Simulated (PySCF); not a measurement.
2,5-dihydro-1H-silol-1-amine (C4H9NSi), SMILES C1=CC[SiH](N)C1. Atoms are numbered in the order given.

```xyz
15

N      2.0650    -0.5391     0.5249
Si     0.7829     0.0185    -0.5012
C     -0.6472    -1.2273    -0.5010
C     -1.7160    -0.5050     0.2751
C     -1.5372     0.7915     0.5752
C     -0.2771     1.4771     0.1181
H      1.8447    -0.8465     1.4663
H      2.9598    -0.0627     0.5095
H      1.4098     0.2931    -1.8300
H     -0.3657    -2.1897    -0.0401
H     -0.9868    -1.4716    -1.5238
H     -2.6271    -1.0323     0.5802
H     -2.2984     1.3474     1.1349
H     -0.4886     2.2042    -0.6876
H      0.2013     2.0541     0.9283
```
Charge 0, spin multiplicity 1.

Coordinates come from a PBE0-D3(BJ)/def2-SVP optimisation. One conformer was computed; it need not be the lowest.

Calculation: SMD-PBE0/def2-SVP run with PySCF.

Solvation free energies are E(SMD) − E(gas) at the gas-phase geometry, for 1 M in both phases. In vacuum the dipole moment is 1.19 D.

Problem. Rank water, 2-propanol, diethylether by solvation free energy, most negative first.

Solution. 2-propanol (-4.5 kcal/mol), diethylether (-4.2 kcal/mol), water (-0.6 kcal/mol)
